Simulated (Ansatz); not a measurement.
# Worked example: C2HBrF2 + AuH → C2H2F2 + AuBr

Species: C2HBrF2 `F/C=C(\F)Br`, singlet; AuH, singlet; C2H2F2 (1,2-difluoroethene) `F/C=C/F`, singlet; AuBr, singlet. The partners trade Br for H: C–Br and Au–H bonds give way to C–H and Au–Br.

Shapes, held fixed at every level: PBE0-D4/def2-TZVP. Programs: Ansatz 0.2.0. Electronic energies: no zero-point or thermal term.

At CCSD(T)/def2-TZVPP; 1 Eh = 2625.50 kJ/mol:

```
species   energy (Eh)
C2HBrF2  -2848.806064
    AuH   -135.969692
 C2H2F2   -276.702119
   AuBr  -2708.112665
```

**Question.** Work out ΔE of the reaction at this level.

**Answer.** 
1. Products less reactants: (-276.702119) + (-2708.112665) − [(-2848.806064) + (-135.969692)] = -0.039028 Eh = -102.5 kJ/mol.

Other levels give -120.4 (wB97M-V/def2-TZVPP) to -92.7 kJ/mol (r2SCAN-D4/def2-TZVPP). No measured value is set beside it here. T1 is large for AuH, so single-reference values are less sure there. For atoms past krypton def2 sets carry core potentials with scalar relativity. Relativity is left out for Br unless named. Correlated rows may include outer-core shells of Au, Br, which these sets cover unevenly.
